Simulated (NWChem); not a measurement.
System: Si2H4SF2; SMILES [SiH](F)(F)S[SiH3]

```xyz
9

Si     0.7055     1.8741    -0.1048
S     -1.1473     0.7601     0.1101
Si    -0.3664    -1.1982     0.1013
F      0.9941    -1.2156    -0.7722
F      0.0673    -1.6788     1.5768
H      1.7331     1.3613     0.8431
H      1.2059     1.8013    -1.5045
H      0.3319     3.2738     0.2369
H     -1.3354    -2.1678    -0.4425
```
Atoms are numbered in this order, from 1.

Program: NWChem. Coordinates come from a PBE0/def2-SVP optimisation. Level: M06-2X/def2-SVP with SMD (1 M gas to 1 M solution), gas-phase geometry. Reactions with the solvent are ignored.

```
solvent          dielectric constant  solvation free energy (kcal/mol)  cavity-dispersion-structure term (kcal/mol)  dipole in solution (D)
---------------  -------------------  --------------------------------  -------------------------------------------  ----------------------
water                           78.4                        (withheld)                                   (withheld)                    1.17
cyclohexanone                   15.6                              -2.3                                          0.2                    1.16
dichloromethane                 8.93                              -3.2                                         -0.8                    1.15
benzene                         2.27                              -2.5                                         -1.1                    1.09
toluene                         2.37                              -2.4                                         -0.9                    1.09
acetonitrile                    35.7                              -2.7                                         -0.1                    1.17
```

**Question.** Some entries are withheld; supply them.

**Answer.** 
- water, solvation free energy (kcal/mol): 0.8
- water, cavity-dispersion-structure term (kcal/mol): 3.4
